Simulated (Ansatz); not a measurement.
Computed with Ansatz on PBE0-D4/def2-TZVP structures; ΔE is electronic, products minus reactants. CBS: MP2 limit from def2 TZ/QZ plus the TZ coupled-cluster correction, frozen cores. DFT in def2-TZVPP. For Br outer-core shells are correlated without core-valence functions, which leaves a few kJ/mol of doubt a bond. Scalar relativity is left out up to krypton. Each species was taken in one conformer, which may not be the lowest.

`Cl[SiH2]CBr` + `CO[SiH](O)F` → `CO[SiH](F)O[SiH2]Cl` + `CBr`  (ligand exchange at the Si–C bond)

| species | ωB97X-V energy (Eh) |
| --- | --- |
| `Cl[SiH2]CBr` | -3364.09405 |
| `CO[SiH](O)F` | -581.05792 |
| `CO[SiH](F)O[SiH2]Cl` | -1331.36496 |
| `CBr` | -2613.83339 |

Problem. Work out ΔE.

Solution. ΔE = (-1331.36496) + (-2613.83339) − (-3364.09405) − (-581.05792) = -0.04638 Eh = -121.8 kJ/mol. CCSD(T)/CBS gives -121.1 kJ/mol.

Largest T1 diagnostic among the species: 0.011.

From PBE to PBE0 (25 % exact exchange), in def2-TZVPP and without D4, ΔE moves by −5.6 kJ/mol. In def2-TZVPP, CCSD(T) changes the Hartree–Fock value by +21.7 kJ/mol (the triples alone add +2.9 kJ/mol) and MP2 by +22.6 kJ/mol.
